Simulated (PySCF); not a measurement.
**Molecular orbitals of ZrCl**

PBEsol at R = 2.331 Å; Zr def2-TZVPP with ECP28, Cl def2-TZVPP; scalar-relativistic core potentials (PySCF 2.14). State: ⁴Σ⁻ (quartet), unpaired electrons σ ↑, δ ↑↑. Only the outer orbitals are listed, counted within each symmetry, core potentials removing the inner ones.

```json
{"spin": "α", "orbital": "6σ", "occ.": "1", "ε (eV)": "-19.43", "on Zr (%)": "5", "main shells (%)": "95 Cl s"}
{"spin": "α", "orbital": "7σ", "occ.": "1", "ε (eV)": "-8.68", "on Zr (%)": "17", "main shells (%)": "82 Cl p, 11 Zr d"}
{"spin": "α", "orbital": "3π", "occ.": "1", "ε (eV)": "-7.87", "on Zr (%)": "11", "main shells (%)": "88 Cl p, 9 Zr d"}
{"spin": "α", "orbital": "3π", "occ.": "1", "ε (eV)": "-7.87", "on Zr (%)": "11", "main shells (%)": "88 Cl p, 9 Zr d"}
{"spin": "α", "orbital": "8σ", "occ.": "1", "ε (eV)": "-4.42", "on Zr (%)": "100", "main shells (%)": "78 Zr s, 19 Zr d"}
{"spin": "α", "orbital": "1δ", "occ.": "1", "ε (eV)": "-3.28", "on Zr (%)": "100", "main shells (%)": "100 Zr d"}
{"spin": "α", "orbital": "1δ", "occ.": "1", "ε (eV)": "-3.28", "on Zr (%)": "100", "main shells (%)": "100 Zr d"}
{"spin": "α", "orbital": "4π", "occ.": "0", "ε (eV)": "-3.07", "on Zr (%)": "93", "main shells (%)": "84 Zr d, 9 Zr p"}
{"spin": "α", "orbital": "4π", "occ.": "0", "ε (eV)": "-3.07", "on Zr (%)": "93", "main shells (%)": "84 Zr d, 9 Zr p"}
{"spin": "α", "orbital": "9σ", "occ.": "0", "ε (eV)": "-2.64", "on Zr (%)": "91", "main shells (%)": "50 Zr d, 34 Zr p, 8 Cl p"}
{"spin": "β", "orbital": "6σ", "occ.": "1", "ε (eV)": "-19.48", "on Zr (%)": "5", "main shells (%)": "95 Cl s"}
{"spin": "β", "orbital": "7σ", "occ.": "1", "ε (eV)": "-8.61", "on Zr (%)": "15", "main shells (%)": "84 Cl p, 10 Zr d"}
{"spin": "β", "orbital": "3π", "occ.": "1", "ε (eV)": "-7.84", "on Zr (%)": "8", "main shells (%)": "92 Cl p"}
{"spin": "β", "orbital": "3π", "occ.": "1", "ε (eV)": "-7.84", "on Zr (%)": "8", "main shells (%)": "92 Cl p"}
{"spin": "β", "orbital": "8σ", "occ.": "0", "ε (eV)": "-2.51", "on Zr (%)": "100", "main shells (%)": "89 Zr s, 9 Zr p"}
{"spin": "β", "orbital": "4π", "occ.": "0", "ε (eV)": "-1.94", "on Zr (%)": "93", "main shells (%)": "90 Zr d"}
{"spin": "β", "orbital": "4π", "occ.": "0", "ε (eV)": "-1.94", "on Zr (%)": "93", "main shells (%)": "90 Zr d"}
```

Which are the highest filled and the lowest empty level, where do they sit, and how wide is the gap?

Highest filled α 1δ at -3.28 eV (in %: 100 Zr d); lowest empty α 4π at -3.07 eV (in %: 84 Zr d, 9 Zr p); the gap at PBEsol is 0.21 eV.

The bond order (Mayer) is 1.38 and the ⟨S²⟩ is 3.757. The charge on Zr (Mulliken, basis-dependent) is 0.22, the charge on Zr (Löwdin, basis-dependent) is -0.40 and the dipole moment (positive dipole means Zr(−)Cl(+)) is -3.43 D.

Spin–orbit coupling is left out. The state is the lowest single determinant that the PBE0 search found; with open d or f shells the true ground state can be another one.
